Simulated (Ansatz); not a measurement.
A made-up structure of Al2BH5O, closed shell:

B1  (1.849, -0.554, -0.993)
Al2  (0.406, 0.064, -0.315)
O3  (-0.147, 2.018, -0.934)
Al4  (-0.915, -1.445, 1.379)
H5  (-0.748, 2.183, -1.678)
H6  (0.131, 2.817, -0.458)
H7  (2.244, -1.606, -0.748)
H8  (-0.601, -3.005, 1.535)
H9  (-2.077, -0.879, 2.317)
(Å)

It is relaxed with PBE-D4/def2-SVP and then PBE0-D4/def2-TZVP (Ansatz 0.2.0). Atoms count as bonded within 1.22 times the sum of their covalent radii (H–H: 0.88 Å). The end point is not checked to be a true minimum.

Problem. Does its bonding change? (A judgement: the text doesn't fix the answer.)

Solution. Computed: Yes. Formed: B1–Al4, Al2–H9; broken: none.

Where it ends: The first stage lowers the energy by 3.14 eV in 27 steps. It ends as Al₂BH₅O ([OH2][Al]12[H][AlH]1[BH]2):
B1  (1.291, -1.262, -0.494)
Al2  (-0.164, 0.042, -0.727)
O3  (-0.671, 1.993, -0.730)
Al4  (-0.058, -1.726, 0.965)
H5  (0.012, 2.575, -1.088)
H6  (-0.909, 2.318, 0.149)
H7  (2.220, -1.764, -1.041)
H8  (-0.585, -2.397, 2.307)
H9  (-0.994, -0.186, 0.765)
(Å)

Labels in which every atom is bracketed show which atoms are joined, not bond orders.

For scale, one of the runs: PBE0-D4/def2-TZVP relaxation, 166 basis functions, launched by `ansatz run in.yaml --threads 2 --pin off --events-out ev --progress --plain --max-ram 4352MiB`. Hardware: 2 CPU threads of an Arm Neoverse V1, shared host. Wall time about 55 s.
